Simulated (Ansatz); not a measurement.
(KI)2 ring (K2I2). The state is a singlet with charge 0. Geometry PBE0-D4/def2-SVP; atoms count from 1.

```xyz
4

K    -0.196    2.071   -0.428
I    -0.242    0.481    2.440
K     0.191   -2.071    0.427
I     0.247   -0.481   -2.440
```

In the def2 sets I takes a core potential; there is no spin–orbit coupling.

(1) Estimate the Mulliken populations from the PBE0/def2-TZVP orbitals of Ansatz.

Results:

(1) 
| atom | charge (e) |
| --- | --- |
| K1 | 0.73 |
| I2 | -0.73 |
| K3 | 0.73 |
| I4 | -0.73 |
Mulliken values depend strongly on the basis.
